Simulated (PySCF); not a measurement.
## NMR data sheet: C$_{6}$H$_{5}$N$_{3}$

| Property | Result |
| --- | --- |
| Formula | C6H5N3 |
| SMILES | c1ccc2[nH]nnc2c1 |
| InChI | InChI=1S/C6H5N3/c1-2-4-6-5(3-1)7-9-8-6/h1-4H,(H,7,8,9) |
| Point group of the computed structure | Cs |
| Degrees of unsaturation | 6 |
| Carbon signals | 6 |
| Proton signals | 5 |

Bonds (- single, = double, # triple, : aromatic): C1:C2 1.403 Å, C2:C3 1.376 Å, C3:C4 1.389 Å, C4:N5 1.361 Å, N5:N6 1.342 Å, N6:N7 1.263 Å, N7:C8 1.365 Å, C8:C9 1.395 Å, C9:C1 1.375 Å, C8:C4 1.418 Å. C1 carries H10; C2 carries H11; C3 carries H12; N5 carries H13; C9 carries H14.

Level of theory: GIAO PBE0/pcSseg-1 shieldings, GFN2-xTB geometry, in PySCF 2.14.0 with density-fitted response routines (non-relativistic, in vacuum, one conformer).

Referencing at the same level of theory: ¹H, ¹³C vs TMS; NH3 for ¹⁵N.

| carbon | δC, type | δH (multiplicity) | HMBC from (2–3 bonds) | span of the C tensor (ppm) |
| --- | --- | --- | --- | --- |
| C1 | 128.1, CH | 7.74 (m) | H14, H12, H11 | 226 |
| C2 | 131.9, CH | 7.83 (m) | H14, H12, H10 | 232 |
| C3 | 112.8, CH | 7.87 (m) | H11, H10 | 191 |
| C4 | 139.8, C | – | H14, H12, H11 | 188 |
| C8 | 149.2, C | – | H14, H12, H10 | 147 |
| C9 | 126.8, CH | 8.57 (d) | H11, H10 | 209 |

Other nuclei:
```
atoms  nucleus                               environment  δ (ppm)  σ (ppm)
  H13       ¹H  hydrogen on a pyrrole-type ring nitrogen    11.22    20.49
   N6      ¹⁵N        pyridine-type nitrogen of an azole    413.7   -145.9
   N7      ¹⁵N        pyridine-type nitrogen of an azole    378.0   -110.3
   N5      ¹⁵N                pyrrole-type ring nitrogen    233.3     34.4
```

Carbon types of the structure: 2 × C, 4 × CH, leaving 1 H on heteroatoms. δC 149.2, 139.8: ring-fusion aromatic carbon. δC 131.9, 128.1, 126.8, 112.8: aromatic CH. δH 11.22: hydrogen on a pyrrole-type ring nitrogen; labile proton, position sensitive to the medium. δH 8.57, 7.87, 7.83, 7.74: hydrogen on an aromatic CH; ring-current deshielding.

The OH or NH signal is concentration- and solvent-dependent in practice; the value given is the gas-phase one. Shifts are as computed. Against solution values, carbons near 30 ppm lie about +3 ppm off and those near 130 ppm about +5 ppm. Of 1211 compounds with measured shifts, 218 miss one by over three times the rms of a fit or turn the order of signals round; such compounds aren't used in these exercises. Experimental scales use liquid or dissolved standards, which lie at an offset from isolated NH3 (liquid NH3: subtract about 20 ppm). Unscaled 15N shifts of sp2 nitrogen come out 20 to 40 ppm too high even then. Multiplicities follow the n + 1 count of equivalent neighbours, as no J values were calculated; m marks all less simple cases, F and P coupling included.
